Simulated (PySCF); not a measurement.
**How methods differ on the ionisation energy of Hg⁴⁵⁺**

Hg⁴⁵⁺ [Ar] 3d10 4s2 4p5 (2P) → Hg⁴⁶⁺ [Ar] 3d10 4s2 4p4 (3P), as a difference of total energies. Calculation: PySCF 2.14, in an even-tempered Gaussian basis (17 s from 5.2 bohr⁻², ratio 2.5; 12 p from 6.7 bohr⁻², ratio 2.5; 8 d from 12 bohr⁻², ratio 2.5; 4 f from 36 bohr⁻², ratio 2.7; 4 g from 54 bohr⁻², ratio 2.7); no relativity, point nucleus. Correlated levels: outer shells: [Ne] frozen; virtual orbitals above 40 to 60 times the deepest correlated orbital energy dropped. The calculations carry no spin-orbit coupling.

| method | ionisation energy (eV) |
| --- | --- |
| UHF | 2375.7 |
| LDA | 2379.1 |
| PBE | 2378.3 |
| PBE0 | 2378.2 |
| r2SCAN | 2378.2 |
| r2SCAN0 | 2378.0 |
| TPSS | 2378.2 |
| MP2 (outer shells) | 2377.3 |
| SCS-MP2 (outer shells) | 2377.2 |

Spin-orbit coupling is strong in these open shells (close to jj coupling). The scalar numbers leave it out and a first-order estimate fails, so it can dominate the gap to the real levels.

The gap to the reference is mostly relativistic.

For comparison: 2412 ± 4 eV (theoretical estimate listed by NIST; NIST Atomic Spectra Database, ionization energies).
